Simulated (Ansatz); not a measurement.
One change: `C[C@@H]1C[Si@@H]1F` becomes `F[Si@H]1C[C@@H]1Cl`.

Ansatz, PBE0-D4/def2-TZVP geometries, multiplicity 1. 

```tsv
property	`C[C@@H]1C[Si@@H]1F`
LUMO energy (PBE/def2-TZVPP) / eV	-0.47
HOMO energy (ωB97M-V/def2-TZVPP) / eV	-9.13
HOMO–LUMO gap (PBE/def2-TZVPP) / eV	5.28
HOMO–LUMO gap (ωB97M-V/def2-TZVPP) / eV	11.26
HOMO energy (PBE0/def2-TZVPP) / eV	-6.94
HOMO–LUMO gap (B3LYP/def2-TZVPP) / eV	6.94
```

Task: What does the change do to each property? (Best estimate.)

Result: Ansatz gave: 
```
                               property  `F[Si@H]1C[C@@H]1Cl`  shift
      LUMO energy (PBE/def2-TZVPP) / eV                 -1.15  -0.68
  HOMO energy (ωB97M-V/def2-TZVPP) / eV                 -9.41  -0.28
    HOMO–LUMO gap (PBE/def2-TZVPP) / eV                  4.84  -0.44
HOMO–LUMO gap (ωB97M-V/def2-TZVPP) / eV                 11.16  -0.10
     HOMO energy (PBE0/def2-TZVPP) / eV                 -7.23  -0.29
  HOMO–LUMO gap (B3LYP/def2-TZVPP) / eV                  6.65  -0.29
```

With PBE0 the HOMO falls by 0.29 eV and the LUMO falls by 0.61 eV, so the gap narrows by about 0.32 eV. PBE moves the HOMO by -0.24 eV and ωB97M-V by -0.28 eV.

B3LYP here is the variant with VWN-RPA as its local correlation; programs differ in this.
